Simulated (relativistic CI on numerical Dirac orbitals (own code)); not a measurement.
**Radial parameters of Ni⁸⁺**

These numbers are calculated, not measured: Dirac-Coulomb-Breit CI, orbitals from a KLI potential per configuration, model QED, unscaled Slater integrals (own radial code, finite nucleus).

Slater integrals F^k, G^k are unscaled and averaged over j, outside the closed core [Ne]; ζ comes from projecting the Hamiltonian with its Breit term on Σ l·s of the shell.

- 3s2 3p6 3d2: F^2(3d,3d) = 141770, F^4(3d,3d) = 90243, ζ(3d) = 1144.9 cm⁻¹; <r>(3d) = 0.6959, <r^2>(3d) = 0.5761 (bohr units).
- 3s2 3p5 3d3: ζ(3p) = 13974, F^2(3d,3d) = 141450, F^4(3d,3d) = 90033, F^2(3p,3d) = 138210, G^1(3p,3d) = 164600, G^3(3p,3d) = 103990, ζ(3d) = 1110.4 cm⁻¹; <r>(3p) = 0.7027, <r^2>(3p) = 0.5718, <r>(3d) = 0.6973, <r^2>(3d) = 0.5786 (bohr units).
- 3s 3p6 3d3: F^2(3d,3d) = 141270, F^4(3d,3d) = 89915, G^2(3s,3d) = 126910, ζ(3d) = 1143.6 cm⁻¹; <r>(3s) = 0.692, <r^2>(3s) = 0.5469, <r>(3d) = 0.6981, <r^2>(3d) = 0.5799 (bohr units).

(1) Give the Racah parameters of the d shell in 3s2 3p6 3d2.

Averages of the first 10 configurations, taken without configuration mixing, which lowers the lowest level and can move excited configurations by several eV; other configurations of the list can lie among them:

```csv
Configuration,Parity,States,Average energy above the lowest level (eV)
3s2 3p6 3d2,even,45,2.7
3s2 3p5 3d3,odd,720,70.2
3s 3p6 3d3,even,240,119.3
3s2 3p6 3d 4s,even,20,71.3
3s2 3p6 3d 4p,odd,60,84.9
3s2 3p6 4s2,even,1,150.0
3s2 3p6 3d 4d,even,100,105.6
3s2 3p6 4s 4p,odd,12,162.1
3s2 3p6 3d 4f,odd,140,121.8
3s2 3p6 4p2,even,15,177.2
```

## Answers

(1) B = F²/49 − 5F⁴/441 = 1870 cm⁻¹ and C = 35F⁴/441 = 7162 cm⁻¹.
